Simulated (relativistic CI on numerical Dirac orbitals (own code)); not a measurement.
Fe³⁺: L2,3 absorption edge

Computed with this model: Dirac-Coulomb-Breit CI, KLI orbitals optimised for each configuration, QED by a radiative potential, valence Slater integrals scaled by 0.8, multiplet model of core-to-valence dipole absorption; configurations [Ar] 3d5 → [He] 2s2 2p5 3s2 3p6 3d6; 300 K; Lorentzian 0.6 eV and Gaussian 0.3 eV FWHM. Energies are those of the free ion, without screening or charge transfer. The branching ratio is the share of the lower-energy edge in the whole absorption, uncertain by about 0.02 where the edges overlap. S is read from ⟨S²⟩ = S(S + 1).

Field parameters in Wybourne normalisation: D4h B²₀ = −7Ds, B⁴₀ = 21(Dq − Dt), B⁴₄ = 21√(5/14) Dq. The field is a parameter set, without covalency.

free ion: ground-state S = 2.50, centroid 716.30 eV, branching ratio 0.763. Peaks (eV, height): 712.5 (100), 713.8 (41), 716.8 (14), 724.9 (19), 726.8 (29).

D4h, 10Dq = 21750, Ds = -1500, Dt = 610 cm⁻¹: ground-state S = 2.50, centroid 716.25 eV, branching ratio 0.769. Peaks (eV, height): 709.7 (14), 710.9 (39), 713.2 (100), 717.9 (8), 723.4 (9), 724.3 (13), 726.3 (21), 727.4 (16).

D4h, 10Dq = 21750, Ds = -860, Dt = 610 cm⁻¹: ground-state S = 2.50, centroid 716.25 eV, branching ratio 0.768. Peaks (eV, height): 710.8 (35), 713.1 (100), 717.9 (7), 724.1 (12), 726.3 (20), 727.7 (14).

D4h, 10Dq = 21750, Ds = 430, Dt = 610 cm⁻¹: ground-state S = 2.50, centroid 716.25 eV, branching ratio 0.768. Peaks (eV, height): 710.8 (44), 713.2 (100), 717.8 (7), 724.0 (17), 726.2 (21), 727.2 (16).

D4h, 10Dq = 21750, Ds = 1070, Dt = 610 cm⁻¹: ground-state S = 2.50, centroid 716.25 eV, branching ratio 0.768. Peaks (eV, height): 710.8 (49), 712.7 (79), 713.4 (100), 714.5 (35), 724.0 (19), 726.1 (22), 727.2 (20).

D4h, 10Dq = 21750, Ds = 1710, Dt = 610 cm⁻¹: ground-state S = 2.50, centroid 716.25 eV, branching ratio 0.769. Peaks (eV, height): 710.8 (52), 712.5 (83), 713.6 (100), 714.7 (38), 724.0 (20), 725.9 (24), 727.2 (23), 728.2 (13).

The statistical ratio of this edge is 2/3 = 0.667. Values above it arise where the holes sit mainly in the j = l + 1/2 valence subshell or the ground state has high spin; values below it where core-valence Coulomb terms move weight to the upper edge, as in nearly empty shells.

Strongest unbroadened transitions for D4h, 10Dq = 21750, Ds = -860, Dt = 610 cm⁻¹:

```tsv
Energy (eV)	Relative strength
710.66	47.9
710.69	35.8
711.03	40.6
712.96	91.1
713.01	65.9
713.04	47.6
713.08	72.6
713.10	100.0
713.11	40.8
713.21	41.8
713.27	32.7
713.28	35.1
713.38	30.6
713.40	30.6
714.64	38.1
726.12	36.7
726.28	30.6
726.60	32.9
```
